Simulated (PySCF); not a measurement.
# Scandium: a sound run and one with changed settings

Sound run: Sc⁺ [Ar] 3d1 4s1, Sc²⁺ [Ar] 3d1. Computed with PySCF 2.14 in cc-pVTZ (7s6p4d2f1g, 68 functions), with the non-relativistic Hamiltonian (point nucleus). The sound run starts from symmetry-adapted Hartree-Fock orbitals and uses a fine grid where one is needed.

Changed run: 26 angular points. This setting is unsound on purpose.

| species | method | sound run (hartree) | changed run (hartree) | converged |
| --- | --- | --- | --- | --- |
| Sc⁺ | UHF | -759.54259 | -759.54259 | yes |
| Sc⁺ | LDA | -758.42821 | -758.43839 | yes |
| Sc⁺ | BP86 | -760.46347 | -760.47003 | yes |
| Sc²⁺ | UHF | -759.09582 | -759.09582 | yes |
| Sc²⁺ | LDA | -757.94288 | -757.95469 | yes |
| Sc²⁺ | BP86 | -759.98315 | -759.99065 | yes |

Ionisation energy of Sc⁺:

```
method  sound run (eV)  changed run (eV)
   UHF          12.157            12.157
   LDA          13.206            13.162
  BP86          13.070            13.044
```

A coarse angular grid integrates products of high-l functions wrongly, so density functionals can shift, and the SCF can exploit the error; Hartree-Fock and MP2 need no grid.

For comparison, NIST gives 12.800 eV between the lowest levels.
